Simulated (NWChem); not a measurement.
## Correlation energy of silylphosphine (H5PSi)

SMILES: [SiH3]P
```xyz
7

Si    -1.0750     0.0955     0.2241
P      1.1290    -0.0772    -0.3490
H     -1.8516    -0.8869    -0.6096
H     -1.5361     1.4869    -0.1148
H     -1.3593    -0.1700     1.6789
H      1.2981    -1.3190     0.3647
H      1.5638     0.7099     0.7785
```
Charge 0, spin multiplicity 1.

Everything below was run with NWChem. The geometry was optimised at PBE/def2-SVP, a minimum by its harmonic frequencies.

Basis set: STO-3G. Each correlation energy counts from its own Hartree-Fock reference.

The correlated methods keep 10 core orbitals frozen. Coupled-cluster values serve here as a point of comparison, not as the truth.

**Question.** For the correlation energy, MP2 gives -82.3 mHa and SCS-MP2 gives -96.0 mHa. What do CR-CCSD[T], CR-CCSD(T), CCSD give?

**Answer.** CR-CCSD[T]: -121.2 mHa; CR-CCSD(T): -121.2 mHa; CCSD: -120.5 mHa.
